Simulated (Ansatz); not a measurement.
Cost and result for the atomization energy of C₄H₂Cl₂Ge (`C#[C][Ge]([Cl])([Cl])[C]#C`) (9 atoms, 8 bonds).

```xyz
9

C    -0.586   -2.618   -0.316
C    -0.050   -1.540   -0.303
Ge    0.790    0.139   -0.282
Cl    1.334    0.672   -2.271
Cl    2.571    0.013    0.879
C    -0.317    1.477    0.433
C    -1.026    2.335    0.891
H    -1.062   -3.572   -0.327
H    -1.655    3.094    1.297
```

Total charge 0; spin multiplicity 1. Correlated methods include outer-core shells of Ge, which these sets cover unevenly. Scalar relativity is left out up to krypton. Geometry: relaxed with PBE0-D4/def2-TZVP. Program: Ansatz. All runs use 4 threads of an Arm Neoverse V2 on a shared host. Times are those of one run each, without the atoms' runs, and a repeat can differ threefold. Electronic energies, without spin–orbit coupling; frozen cores. CCSD(T)/CBS adds CCSD(T) − MP2 in def2-TZVPP to the MP2 limit, and its time is that of the two runs behind it. T1 = 0.012. With those shells the extrapolation isn't a true limit. HSE06 is the plane-wave form, built on full-range PBE exchange.

CCSD(T)/CBS is a level of theory with its own doubt, some kJ/mol a heavy atom from the limit and from the frozen cores, so smaller differences don't rank the functionals.

```json
{"level": "BLYP-D4/def2-TZVPP", "functions": "284", "wall time": "3.4 s"}
{"level": "PBE-D4/def2-TZVPP (with forces)", "functions": "284", "wall time": "3.5 s"}
{"level": "PBE0-D4/def2-TZVPP", "functions": "284", "wall time": "6 s"}
{"level": "HSE06-D4/def2-TZVPP", "functions": "284", "wall time": "6.5 s"}
{"level": "r2SCAN-D4/def2-TZVPP (with forces)", "functions": "284", "wall time": "8 s"}
{"level": "r2SCANh-D4/def2-TZVPP", "functions": "284", "wall time": "9 s"}
{"level": "PBE-QIDH/def2-TZVPP", "functions": "284", "wall time": "10 s"}
{"level": "ωB97X-V/def2-TZVPP", "functions": "284", "wall time": "12 s"}
{"level": "B97M-V/def2-TZVPP", "functions": "284", "wall time": "13 s"}
{"level": "CCSD(T)/def2-SVP", "functions": "134", "wall time": "17 s"}
{"level": "MP2/def2-QZVPP", "functions": "517", "wall time": "38 s"}
{"level": "CCSD(T)/def2-TZVPP", "functions": "284", "wall time": "8.5 min"}
{"level": "CCSD(T)/CBS(def2)", "functions": "–", "wall time": "9.1 min"}
```

(1) What atomization energy does each give, and how far from CCSD(T)/CBS? (Best estimate.)

Answers

(1) Computed: 
```csv
level,atomization (kcal/mol),difference from CCSD(T)/CBS,per bond
BLYP-D4/def2-TZVPP,899.2,-4.2,-0.5
PBE-D4/def2-TZVPP (with forces),935.5,32.1,4.0
PBE0-D4/def2-TZVPP,911.5,8.1,1.0
HSE06-D4/def2-TZVPP,912.3,8.9,1.1
r2SCAN-D4/def2-TZVPP (with forces),907.7,4.3,0.5
r2SCANh-D4/def2-TZVPP,899.0,-4.4,-0.5
PBE-QIDH/def2-TZVPP,908.0,4.6,0.6
ωB97X-V/def2-TZVPP,901.7,-1.7,-0.2
B97M-V/def2-TZVPP,909.4,6.0,0.7
CCSD(T)/def2-SVP,852.9,-50.5,-6.3
MP2/def2-QZVPP,933.7,30.3,3.8
CCSD(T)/def2-TZVPP,881.2,-22.2,-2.8
CCSD(T)/CBS(def2),903.4,0.0,0.0
```

Leaving LDA and LC-ωPBE aside and taking each functional with its dispersion term where it has one, the values, not all of them listed here, spread over 73.8 kcal/mol, from BHLYP-D4 to PBE-D4. LDA lies +120.4 kcal/mol from PBE without D4, its usual overbinding. In def2-TZVPP, CCSD(T) changes the Hartree–Fock value by +240.1 kcal/mol (the triples alone add +23.4 kcal/mol) and MP2 by +279.8 kcal/mol; breaking electron pairs costs correlation energy, which Hartree–Fock lacks. From PBE to PBE0 (25 % exact exchange), in def2-TZVPP and without D4, the atomization energy moves by −23.0 kcal/mol: exact exchange takes away binding that semilocal exchange gives to molecules.

For some Ge, Se and Sn compounds the MP2-based and the directly extrapolated limit differ by 10 to 25 kJ/mol.
